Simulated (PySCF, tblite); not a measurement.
Calculations on `C1=C[C](C=C)[C@H]1C#C` [radical], in the order of a workflow; each names the level of the geometry that it ran on. Settings lines and outputs come from a driver script.

C₈H₇ (doublet state).
Atom-mapped SMILES: `[CH:1]#[C:2][C@H:3]1[CH:4]=[CH:5][C:6]1[CH:7]=[CH2:8]` (hydrogens: H9 on C1; H10 on C3; H11 on C4; H12 on C5; H13 on C7; H14, H15 on C8)

Step 1: GFN2-xTB geometry optimisation, gas phase (tblite 0.8.0) (from a force-field or distance-geometry start)
```json
{"job": {"kind": "relax", "xc": "GFN2-xTB", "basis": "xTB"}, "charge": 0, "multiplicity": 2}
```
```
step      E/eV     max force
  0    -557.26153    3.693
  1    -557.48199    0.945
  2    -557.52194    0.634
...
 30    -557.57457    0.019
 31    -557.57462    0.022
 32    -557.57467    0.021
 33    -557.57470    0.013
 34    -557.57471    0.008
```

Energy lowered by 7.2 kcal/mol over 34 steps; largest atomic force 0.008 eV/Å at the end. «max force» is the largest atomic force in eV/Å.

On one thread, Arm Neoverse N1 (aarch64), no GPU, shared host, this took 0.28 s.

Step 2: GFN2-xTB harmonic vibrations, gas phase (tblite 0.8.0) (on the GFN2-xTB geometry)
```json
{"job": {"kind": "ir", "xc": "GFN2-xTB", "basis": "xTB"}, "charge": 0, "multiplicity": 2}
```
```
(table of modes left out)
```

39 modes from 83 to 3397 cm⁻¹ (unscaled, harmonic); zero-point energy 70.8 kcal/mol; all wavenumbers are real at this level.

On one thread, Arm Neoverse N1 (aarch64), no GPU, shared host with 64 logical CPUs at a one-minute load of 43, this took 0.65 s of wall time.

Step 3: UKS B3LYP, pcH-1 on C H, non-relativistic, mean-field spin-orbit, GIAO (PySCF 2.14.0) (on the GFN2-xTB geometry)
```json
{"job": {"kind": "epr", "basis": "pcH-1"}, "charge": 0, "multiplicity": 2}
```
```
...
E = -308.90208254 Eh   <S^2> = 0.7913 (exact 0.7500)
g shifts (ppm)      1          2          3
  rmc          -145       -145       -145
  gc             -0         33         27
  oz_so          11        515        551
  total        -134        403        433
hyperfine (MHz)  atom isotope    a_iso     a_fc   dipolar eigenvalues
    0   13C       2.13       2.13     -1.78     -0.97      2.76
    1   13C       8.11       8.11     -1.39     -0.79      2.19
    2   13C     -22.25     -22.25     -1.76      0.60      1.16
    3   13C      43.28      43.28    -34.84    -32.83     67.67
    4   13C     -36.98     -36.98    -23.88     11.26     12.62
    5   13C      58.81      58.81    -45.56    -42.92     88.47
    6   13C     -41.36     -41.36    -27.02     10.91     16.11
    7   13C      44.53      44.53    -41.47    -39.88     81.35
    8    1H      -1.34      -1.34     -1.32     -0.48      1.80
    9    1H      13.02      13.02     -4.29     -0.49      4.78
   10    1H     -30.20     -30.20    -17.30     -0.30     17.60
   11    1H       8.66       8.66     -3.47     -1.62      5.08
   12    1H      11.60      11.60     -4.35     -2.19      6.54
   13    1H     -33.97     -33.97    -20.19     -0.23     20.42
   14    1H     -32.14     -32.14    -17.27     -1.28     18.55
```

⟨S²⟩ 0.791; g_iso 2.0026. rmc, gc and oz_so are the mass-correction, gauge-correction and orbital-Zeeman/spin–orbit parts of the g shift along its three principal axes; a_iso is the isotropic hyperfine coupling and a_fc its Fermi-contact part. The log counts atoms from 0, this text from 1.

Time: 1.7 min of wall time (grids of density and orbitals included); peak memory 0.98 GiB. Hardware: one thread of an Arm Neoverse N1, shared host with 64 logical CPUs at a one-minute load of 46.

Geometry of the electronic-property runs (GFN2-xTB):
```
atom  x, y, z in Å
C1    -2.4468   -1.3187    1.3000
C2    -1.7081   -1.0721    0.3902
C3    -0.8179   -0.7368   -0.6932
C4    -1.1970    0.4989   -1.5012
C5    -0.0816    1.1725   -1.1059
C6     0.4037    0.1050   -0.3022
C7     1.4819   -0.1452    0.5400
C8     2.4890    0.7319    0.7784
H9    -3.0945   -1.5490    2.0921
H10   -0.5880   -1.6262   -1.2873
H11   -2.0507    0.7169   -2.1114
H12    0.3013    2.1536   -1.3219
H13    1.4977   -1.1142    1.0249
H14    3.3024    0.4897    1.4380
H15    2.5041    1.7016    0.3130
```

 (This holds for the electronic-property runs.)

One conformer stands for the species.
